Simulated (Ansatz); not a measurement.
C2H6NOSb can be A, `[CH3][Sb]1[NH]C[O]1`, or B, `C=NC[O][SbH2]`.

Gas-phase electronic energies from Ansatz, PBE0-D4/def2-TZVP geometries. CBS: MP2 limit from def2 TZ/QZ plus the TZ coupled-cluster correction, frozen cores. DFT in def2-TZVPP. B3LYP here is the variant with VWN-RPA as its local correlation; programs differ in this. Elements past krypton have def2 core potentials. For Sb outer-core shells are correlated without core-valence functions, which leaves a few kJ/mol of doubt a bond. Each species was taken in one conformer, which may not be the lowest.

Q: Which is lower in electronic energy at CCSD(T)/CBS, and by how much? (An estimate is asked.)

A: The calculation gave: A, by 23.7 kcal/mol.

Q: Give E(B) − E(A) in kcal/mol with HF/def2-TZVPP, CCSD(T)/def2-TZVPP, B3LYP-D4, PBE-D4, CCSD/def2-TZVPP, ωB97M-V, B2PLYP. (Best estimate.)

A: Computed: HF/def2-TZVPP 13.7, CCSD(T)/def2-TZVPP 20.5, B3LYP-D4 17.3, PBE-D4 20.5, CCSD/def2-TZVPP 20.0, ωB97M-V 20.9, B2PLYP 19.8. None reverses the order clearly.

Largest T1 diagnostic: 0.014.

In def2-TZVPP, CCSD(T) changes the Hartree–Fock value by +6.7 kcal/mol (the triples alone add +0.5 kcal/mol) and MP2 by +11.6 kcal/mol. From PBE to PBE0 (25 % exact exchange), in def2-TZVPP and without D4, E(B) − E(A) moves by +1.6 kcal/mol.
